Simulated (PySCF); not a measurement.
Stepwise substitution at one centre (Ge H-Cl). Gas-phase values, no solvent. Strings in code marks are SMILES.

All values below come from PySCF with PBE-D3(BJ)/def2-TZVP // PBE0-D3(BJ)/def2-TZVP. All candidates: neutral, multiplicity 1. 

```yaml
HOMO: -7.39 eV
dipole_moment: 1.85 D
HOMO–LUMO gap: 6.19 eV
```

Question: Identify which member has these values.
A. `[Cl][GeH3]`
B. `[GeH4]`
C. `[Cl][GeH2][Cl]`

Answer: A, `[Cl][GeH3]`. The others give `[GeH4]`: -8.35 eV, 0.00 D, 8.53 eV; `[Cl][GeH2][Cl]`: -7.63 eV, 1.82 D, 5.96 eV
